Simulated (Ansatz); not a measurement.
Gas-phase reaction in SMILES: O[SiH](O)O -> [O-][SiH](O)O + H+
Geometries: B3LYP-D3(BJ)/def2-TZVP minima from Ansatz (a quantum-chemistry and plane-wave program), one conformer each, not searched for the lowest.

Quantity: gas-phase deprotonation energy (electronic energy difference), in kJ/mol. Cores are frozen in the correlated levels unless marked. No spin-orbit coupling. No relativistic terms. Anions need diffuse functions: aug- sets have them; def2-D sets add few; the other sets have none. CBS(X,Y): correlation extrapolated as X^-3; Hartree-Fock from the larger set.

```json
[
 {"level": "PBE0/6-31G*", "program": "Ansatz", "gas-phase deprotonation energy (kJ/mol)": "1527.0", "minus last row": "26.0"},
 {"level": "BHLYP-D3(BJ)/def2-TZVPD", "program": "Ansatz + dftd3", "gas-phase deprotonation energy (kJ/mol)": "1519.1", "minus last row": "18.1"},
 {"level": "MP2/6-31G", "program": "Ansatz", "gas-phase deprotonation energy (kJ/mol)": "1510.8", "minus last row": "9.8"},
 {"level": "SCS-MP2/aug-cc-pV(T+d)Z", "program": "Ansatz", "gas-phase deprotonation energy (kJ/mol)": "1499.0", "minus last row": "-2.0"},
 {"level": "CCSD/aug-cc-pV(T+d)Z", "program": "Ansatz", "gas-phase deprotonation energy (kJ/mol)": "1511.8", "minus last row": "10.8"},
 {"level": "CCSD(T)/aug-cc-pV(T+d)Z", "program": "Ansatz", "gas-phase deprotonation energy (kJ/mol)": "1501.0", "minus last row": "0.0"},
 {"level": "CCSD(T)/CBS(aug-cc-pV(T+d)Z,aug-cc-pV(Q+d)Z)", "program": "Ansatz", "gas-phase deprotonation energy (kJ/mol)": "1501.0", "minus last row": "0.0"}
]
```
